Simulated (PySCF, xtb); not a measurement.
Ga(OH)(PH2)2 (GaH₅OP₂), SMILES [Ga]([PH2])([PH2])[OH].

GFN2-xTB (xtb) at its own geometry gives an orbital gap of 2.75 eV and a dipole moment of 2.10 D.

Geometry: B3LYP-D3(BJ)/def2-SVP. The structure was generated by enumeration; whether it is a known compound was not checked. One conformer was computed; it need not be the lowest.

Task: What does B3LYP/def2-TZVP in PySCF give? (Estimate from the structure and the level; the computed values follow.)

Result: gap 5.48 eV (levels -6.84 and -1.36 eV), dipole 1.67 D.
